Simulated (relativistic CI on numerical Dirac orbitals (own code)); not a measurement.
**What each ingredient does to the levels of Al7+**

Base calculation: Dirac-Coulomb-Breit CI, KLI orbitals optimised for each configuration, model QED (radiative potential, 1s self-energy scaled to tabulated hydrogen-like ionisation energies), unscaled Slater integrals.

CI space (outside the closed core 1s2): 2s2 2p2, 2s 2p3, 2p4, 2s2 2p 3s, 2p3 3s, 2s2 2p 3p, 2p3 3p, 2s2 2p 3d, 2p3 3d, 2s 2p2 3s, 2s 2p2 3p, 2s 2p2 3d, 2s2 2p 4s, 2s2 2p 4p, 2s2 2p 4d, 2s2 2p 4f. Levels of other configurations are missing.

Variants: (1) Breit term removed; (2) non-relativistic limit. Shifts of the energy above 2s2 2p2 3P_0, in cm⁻¹, for the lowest level and the first level of each name with at least 55 % of one term (blank where a level changes its place among those of its configuration and J or its character, or is not in the variant):

```csv
Level,Base,Δ(1),Δ(2)
2s2 2p2 3P_0,0,0,0
2s2 2p2 3P_1,1692,+110,-1692
2s2 2p2 3P_2,4378,+482,-4378
2s2 2p2 1D_2,49627,+373,-3120
2s2 2p2 1S_0,96626,+149,-3700
2s 2p3 5S°_2,125670,+285,-7469
2s 2p3 3D°_3,264589,+497,-7455
2s 2p3 3D°_2,264709,+233,-7575
2s 2p3 3D°_1,264813,+168,-7679
2s 2p3 3P°_1,312306,+173,-7854
2s 2p3 3P°_2,312340,+225,-7888
2s 2p3 3P°_0,312369,+63,-7917
2s 2p3 1D°_2,409002,+333,-8007
2s 2p3 3S°_1,414807,+218,-8112
```

At this charge configurations can still be misplaced by up to about 7 % of their energy.

Ionisation energy from the two ground configurations alone: base 284.688 eV; Breit term removed 284.751 eV. The NIST ASD value (semi-empirical) is 284.64 eV.
